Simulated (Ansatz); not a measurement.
The cluster SnGe₆. The state is a singlet with charge 0. Geometry PBE-D4/def2-SVP; atoms count from 1.

```xyz
7

Sn    2.0675    0.4472    1.9785
Ge   -0.1452    1.2944    0.1646
Ge    0.2856   -1.3060    1.0438
Ge   -0.1158   -0.9039   -1.4734
Ge   -2.0642    0.6681   -1.6137
Ge    2.0594    0.2555   -0.8134
Ge   -2.0873   -0.4553    0.7138
```

In the def2 sets Sn takes a core potential; there is no spin–orbit coupling. Another isomer (singlet) lies 1.03 eV lower at PBE0-D4/def2-TZVP; other spin states weren't run for this one.

Q: Estimate the Mulliken populations from the PBE0/def2-TZVP orbitals of Ansatz.

A: 
```csv
atom,charge (e)
Sn1,0.14
Ge2,-0.14
Ge3,-0.07
Ge4,-0.03
Ge5,0.02
Ge6,0.03
Ge7,0.05
```
Mulliken values depend strongly on the basis.

Q: And the Mayer bond orders between heavy atoms (over 0.3)?

A: Sn1–Ge2 0.47 (2.98 Å); Sn1–Ge3 0.81 (2.67 Å); Sn1–Ge6 0.77 (2.80 Å); Ge2–Ge3 0.50 (2.78 Å); Ge2–Ge4 0.52 (2.74 Å); Ge2–Ge5 0.55 (2.69 Å); Ge2–Ge6 0.60 (2.63 Å); Ge2–Ge7 0.55 (2.67 Å); Ge3–Ge4 0.64 (2.58 Å); Ge3–Ge6 0.35 (3.01 Å); Ge3–Ge7 0.73 (2.54 Å); Ge4–Ge5 0.79 (2.51 Å); Ge4–Ge6 0.71 (2.55 Å); Ge4–Ge7 0.33 (2.98 Å); Ge5–Ge7 0.80 (2.58 Å).
